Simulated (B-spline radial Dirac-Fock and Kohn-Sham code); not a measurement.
# Energy-loss ionisation edge N2 (4p1/2) of Sn

System: atomic tin, configuration [Kr] 4d10 5s2 5p2. The computed values come from a radial atomic solver: the first Born approximation with generalised oscillator strengths from a Dirac-Hartree-Slater potential (longitudinal and transverse terms; continuum final states only, so no white lines or fine structure). The edge is taken at 83.60 eV (tabulated value).

The run's input, task.json:

```json
{"items": [{
  "Z": 50,
  "q": 0,
  "cfg": [[1, 0, 2], [2, 0, 2], [2, 1, 6], [3, 0, 2], [3, 1, 6], [3, 2, 10], [4, 0, 2], [4, 1, 6], [4, 2, 10], [5, 0, 2], [5, 1, 2]],
  "A": 120,
  "rrms": 4.6519,
  "do": "eels",
  "beams": [[60, 5], [60, 10], [60, 100], [80, 5], [80, 10], [80, 100], [100, 5], [100, 10], [100, 20], [120, 10], [120, 50], [200, 5], [200, 20], [300, 20]],
  "edges": {"N2": 83.6}
}]}
```

Run with: `python xray2_run.py task.json out`

Partial cross sections σ(β, Δ) in barn, integrated over a window Δ above the edge and up to the collection semi-angle β, for parallel illumination:

```
E₀ (kV)  β (mrad)  Δ = 25 eV  Δ = 50 eV  Δ = 100 eV  Δ = 200 eV  Δ = 300 eV
     60         5       2260       3380        4410        5370        5770
     60        10       3540       5560        7200        8780        9540
     60       100       9430      19200       26800       33400       37100
     80         5       2080       3140        4110        5060        5480
     80        10       3210       5120        6620        8080        8800
     80       100       7560      15400       21500       26800       29800
    100         5       1950       2960        3900        4820        5250
    100        10       3000       4840        6250        7620        8310
    100        20       4780       8580       11000       13000       14000
    120        10       2850       4660        6010        7300        7960
    120        50       5620      11300       15700       19500       21400
    200         5       1670       2610        3430        4270        4690
    200        20       3730       7090        9390       11200       12000
    300        20          ?          ?           ?           ?           ?
```

Problem. Give the row for 300 kV and 20 mrad.

Solution. 3240 b for 25 eV, 6320 b for 50 eV, 8580 b for 100 eV, 10400 b for 200 eV, 11300 b for 300 eV.
